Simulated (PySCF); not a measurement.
Job for PySCF: D3(BJ) and D4 dispersion corrections on C3H9N (a complex).

```python
from pyscf import gto
from pyscf.dispersion import dftd3, dftd4

mol = gto.M(
    atom='''
    C    -0.64296997    0.26062258    0.06777138
    C     0.54211024   -0.19981771    0.44388338
    H    -0.91349106    0.36676118   -0.97638270
    H    -1.39484833    0.55139523    0.79203356
    H     0.81222434   -0.30576896    1.48926575
    H     1.28679951   -0.48807694   -0.28979604
    C    -0.62162823    0.32357426    3.95340209
    N     0.73200973   -0.23173988    3.96883224
    H    -1.28641303   -0.36981093    3.43615572
    H    -0.61926511    1.25509632    3.38554716
    H    -1.05001564    0.53017262    4.94300911
    H     0.75690046   -1.10731927    4.47728027
    H     1.37521637    0.39899982    4.43173042
    ''',
    basis='def2-svp',
    charge=0, spin=0, verbose=0, max_memory=1800)
d3, d4 = {}, {}
for xc in ['hf', 'pbe', 'blyp', 'revpbe', 'tpss', 'r2scan', 'b3lyp', 'pbe0', 'bhlyp', 'camb3lyp', 'b2plyp']:
    d3[xc] = float(dftd3.DFTD3Dispersion(mol, xc=xc, version='d3bj', atm=False).get_dispersion()['energy'])
    print(f'D3(BJ) {xc:10s} {d3[xc]:14.8f} Eh')
for xc in ['hf', 'pbe', 'blyp', 'revpbe', 'tpss', 'r2scan', 'b3lyp', 'pbe0', 'bhlyp', 'camb3lyp', 'b2plyp']:
    d4[xc] = float(dftd4.DFTD4Dispersion(mol, xc={'camb3lyp': 'cam-b3lyp'}.get(xc, xc), atm=True).get_dispersion()['energy'])
    print(f'D4     {xc:10s} {d4[xc]:14.8f} Eh')
```

Program output:

```
D3(BJ) hf            -0.05441643 Eh
D3(BJ) pbe           -0.00689246 Eh
D3(BJ) blyp          -0.01365976 Eh
D3(BJ) revpbe        -0.01767189 Eh
D3(BJ) tpss          -0.00842144 Eh
D3(BJ) r2scan        -0.00206838 Eh
D3(BJ) b3lyp         -0.01109065 Eh
D3(BJ) pbe0          -0.00580371 Eh
D3(BJ) bhlyp         -0.00825460 Eh
D3(BJ) camb3lyp      -0.00498542 Eh
D3(BJ) b2plyp        -0.00492018 Eh
D4     hf            -0.02161406 Eh
D4     pbe           -0.00582038 Eh
D4     blyp          -0.01269461 Eh
D4     revpbe        -0.02028676 Eh
D4     tpss          -0.00781572 Eh
D4     r2scan        -0.00167293 Eh
D4     b3lyp         -0.00904742 Eh
D4     pbe0          -0.00494129 Eh
D4     bhlyp         -0.00612255 Eh
D4     camb3lyp      -0.00492464 Eh
D4     b2plyp        -0.00410171 Eh
```

The run finished.

Cost: roughly 0.010 core-seconds.
